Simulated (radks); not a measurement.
Results of a calculation; reference values are marked as such.
Charge is removed step by step from the 5s1/2 level of neutral indium, starting from [Kr] 4d10 5s2 5p1. Code: a radial shooting solver on a logarithmic mesh with Libxc functionals. Model: Dirac Kohn-Sham, PBE, spin-unpolarised, spherical densities, point nucleus; open shells fill j = l - 1/2 first.

\begin{tabular}{lrrr}
removed (e) & E - E(0) (eV) & eigenvalue (eV) & E minus straight line (eV) \\ \hline
0 & 0.000 & -8.095 & 0.000 \\
0.1 & 0.845 & -8.807 & -0.340 \\
0.2 & 1.762 & -9.535 & -0.608 \\
0.3 & 2.752 & -10.277 & -0.803 \\
0.4 & 3.818 & -11.033 & -0.922 \\
0.5 & 4.959 & -11.801 & -0.966 \\
0.6 & 6.178 & -12.581 & -0.932 \\
0.7 & 7.476 & -13.372 & -0.819 \\
0.8 & 8.853 & -14.173 & -0.627 \\
0.9 & 10.311 & -14.984 & -0.354 \\
1 & 11.850 & -15.804 & 0.000 \\
\end{tabular}

Removing the whole electron costs 11.850 eV by Delta-SCF, against 8.095 eV from minus the eigenvalue at the starting occupation. Slater's transition state (half an electron removed) gives 11.801 eV. Integrating minus the eigenvalue over the occupation (Janak's theorem) gives 11.850 eV. The mean slope of the eigenvalue, de/dn, is 7.71 eV per electron.
